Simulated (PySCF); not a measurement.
F$_{4}$Ge, charge -1, doublet, geometry from GFN2-xTB (a state made from the parent by changing its charge; the spin is typed, not shown lowest); PW91/STO-3G (PySCF).

Input for PySCF:
```python
from pyscf import gto, scf, dft

mol = gto.M(
    atom='''
F     1.43484093   -1.19785115   -0.12485680
Ge   -0.08011673    0.06688401    0.00697159
F     0.96042394    1.93370305   -0.00581249
F    -1.17003793   -0.43524924   -1.76159722
F    -0.94036746   -0.53841247    1.86747864
''',
    basis='sto-3g',
    charge=-1,
    spin=1,
    verbose=3,
)

mf = dft.UKS(mol)
mf.xc = 'pw91,pw91'
mf.kernel()
mf.analyze()
```

### Question
What does PySCF print? Leave out banner, timings and long lists.

### Answer

```
SCF not converged.
SCF energy = -2446.26739522469 after 50 cycles  <S^2> = 0.75688525  2S+1 = 2.0068734
**** MO energy ****
                             alpha | beta                alpha | beta
MO #1   energy= -392.176852440188  | -392.17653615241   occ= 1 | 1
MO #2   energy= -46.9909893539184  | -46.9896227994118  occ= 1 | 1
MO #3   energy= -42.7800871933984  | -42.778476685799   occ= 1 | 1
MO #4   energy= -42.7747612357637  | -42.7739438886869  occ= 1 | 1
MO #5   energy= -42.7747603007918  | -42.7739433726729  occ= 1 | 1
MO #6   energy= -23.5758419897036  | -23.5751180753942  occ= 1 | 1
MO #7   energy= -23.53089713948    | -23.5258370620384  occ= 1 | 1
MO #8   energy= -23.5308938277001  | -23.5258338359698  occ= 1 | 1
MO #9   energy= -23.5308813329848  | -23.5258214947825  occ= 1 | 1
MO #10  energy= -4.93689370987968  | -4.93360711592551  occ= 1 | 1
MO #11  energy= -3.2146113911029   | -3.20756047008337  occ= 1 | 1
MO #12  energy= -3.20332973064731  | -3.20180363414348  occ= 1 | 1
MO #13  energy= -3.20332816308459  | -3.20180276069609  occ= 1 | 1
MO #14  energy= -0.626648913866635 | -0.624076323519568 occ= 1 | 1
MO #15  energy= -0.592732575789653 | -0.575831746647492 occ= 1 | 1
MO #16  energy= -0.589454814282146 | -0.572104967426924 occ= 1 | 1
MO #17  energy= -0.589453526333281 | -0.572103403938629 occ= 1 | 1
MO #18  energy= -0.0801309448832444 | -0.0713444730522337 occ= 1 | 1
MO #19  energy= 0.0622900850258    | 0.0733981333590041 occ= 1 | 1
MO #20  energy= 0.0681253008716571 | 0.0887805423769659 occ= 1 | 1
MO #21  energy= 0.0681266677629265 | 0.0887827218774811 occ= 1 | 1
MO #22  energy= 0.164828031883638  | 0.169672511563372  occ= 1 | 1
MO #23  energy= 0.164844440663127  | 0.169688559746707  occ= 1 | 1
MO #24  energy= 0.188207005742621  | 0.196552412644639  occ= 1 | 1
MO #25  energy= 0.194624373470839  | 0.204070668344285  occ= 1 | 1
MO #26  energy= 0.194636145680782  | 0.204081725818991  occ= 1 | 1
MO #27  energy= 0.19833527216354   | 0.206489056814914  occ= 1 | 1
MO #28  energy= 0.198347737889365  | 0.206805850106299  occ= 1 | 1
MO #29  energy= 0.198744297572289  | 0.206819485870413  occ= 1 | 1
MO #30  energy= 0.250072291464578  | 0.273376936670809  occ= 1 | 1
MO #31  energy= 0.264043710350017  | 0.273379345676543  occ= 1 | 1
MO #32  energy= 0.270812266821646  | 0.27340349631231   occ= 1 | 1
MO #33  energy= 0.270814140710778  | 0.278334240199781  occ= 1 | 1
MO #34  energy= 0.277065113273324  | 0.278334918375943  occ= 1 | 1
MO #35  energy= 0.27706579026178   | 0.283385733361907  occ= 1 | 0
MO #36  energy= 0.395161495941917  | 0.409843884121302  occ= 0 | 0
MO #37  energy= 0.395162605967785  | 0.412108178785182  occ= 0 | 0
MO #38  energy= 0.40193940088497   | 0.412108950087371  occ= 0 | 0

To work with the spin densities directly, `use mulliken_meta_spin()` only printing them here.

 ** Mulliken spin pop alpha/beta on meta-lowdin orthogonal AOs **
 ** Mulliken Spin Density (per atom)  **
spin density of  0 F =      0.03121
spin density of  1 Ge =      0.17754
spin density of  2 F =      0.26375
spin density of  3 F =      0.26375
spin density of  4 F =      0.26375
 ** Mulliken pop alpha/beta on meta-lowdin orthogonal AOs **
 ** Mulliken atomic charges   ( Nelec_alpha | Nelec_beta ) **
charge of  0F =     -0.23300  (     4.63211      4.60090 )
charge of  1Ge =     -0.00714  (    16.09234     15.91480 )
charge of  2F =     -0.25328  (     4.75851      4.49476 )
charge of  3F =     -0.25329  (     4.75852      4.49477 )
charge of  4F =     -0.25329  (     4.75852      4.49477 )

WARN: System has nonzero charge -1; the dipole moment is origin-dependent.
Location of origin: [0. 0. 0.]

Dipole moment(X, Y, Z, Debye):  0.31226, -0.26056, -0.02720
```

The run did not converge; its last values are not results.
